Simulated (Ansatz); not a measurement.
Reactions of C2H7AlO3 (`C[O][Al]([OH])[O]C`).

Calculated with Ansatz (gas phase, PBE0-D4/def2-TZVP geometries, no zero-point term in ΔE). CBS: MP2 limit from def2 TZ/QZ plus the TZ coupled-cluster correction, frozen cores. This one scheme is used for every species. Open shells (•) are unrestricted, without spin–orbit coupling. For Se outer-core shells are correlated without core-valence functions, which leaves a few kJ/mol of doubt a bond. Scalar relativity is left out up to krypton. One conformer a species, not always the lowest.

(1) Order these by ΔE at CCSD(T)/CBS, lowest first. (Best estimate.)
A. `C[O][Al]([OH])[O]C` + H₂S → `C[O][Al]([OH])[SH]` + CH₃OH
B. `C[O][Al]([OH])[O]C` + CH₃OH → `C[O][Al]([O]C)[O]C` + H₂O
C. `C[O][Al]([OH])[O]C` → `C[O][Al][OH]`• + `C[O]`•
D. `C[O][Al]([OH])[O]C` → `[CH2]` (triplet) + `C[O][Al]([OH])[OH]`
E. `C[O][Al]([OH])[O]C` + `FB(Cl)[SeH]` → `C[Se]B(F)Cl` + `C[O][Al]([OH])[OH]`
F. `C[O][Al]([OH])[O]C` + H–F → `C[O][Al]([F])[O]C` + H₂O
G. `C[O][Al]([OH])[O]C` + HCl → `C[O][Al]([Cl])[O]C` + H₂O

Largest T1 diagnostic: 0.019, for `C[O]`•.

Answers

(1) E (-72.3 kJ/mol), F (-49.0 kJ/mol), G (-37.8 kJ/mol), B (-3.9 kJ/mol), A (+14.8 kJ/mol), D (+365.5 kJ/mol), C (+500.1 kJ/mol).
